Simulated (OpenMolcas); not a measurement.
Tc5+ among 6 point charges of -1.5 e arranged as an octahedron (Oh).

* Program: OpenMolcas 26.06
* Method: CASSCF
* Basis: ANO-RCC-VTZP [7s6p4d2f1g]
* Scalar Hamiltonian: DKH2, point nucleus
* Active space: 2 electrons in 5 orbitals (4d)
* State averaging: 2S+1 = 3 even, 10 roots; 2S+1 = 1 even, 15 roots
* Spin-orbit coupling: state interaction with AMFI integrals over the reference wave functions

All point charges move together. At R = 2.03 Å |10Dq| is 5542 cm-1, and at R = 2.18 Å it is 3904 cm-1.

Problem. A third run gives 6914 cm-1. What distance was it run at?

Solution. With a power law R^-n the two known points give n = -ln(3904 / 5542) / ln(2.18 / 2.03) = 4.91. Then R = 2.03 × (5542 / 6914)^(1/4.91) = 1.941 Å. The run was at 1.94 Å, so the estimate is off by +0.001 Å.

An orbital triplet at a regular site is open to Jahn-Teller coupling, which can distort the site and quench the lowest spin-orbit gaps and is left out. Without dynamic correlation the repulsion within the d shell is too large (B by tens of per cent), so at a given field states of lower spin stand too high. This field is weak: 10Dq is about 6914 cm-1, while octahedral complexes of 4d ions of charge 3 and more, computed by the same method with explicit ligands, had a median near 25000 cm-1. Ground spin and moment need not be those of a real site (figures for R = 1.94; the like holds for R = 2.03, R = 2.18). This is an electrostatic model: the charges have no orbitals. No measured value stands beside these numbers.
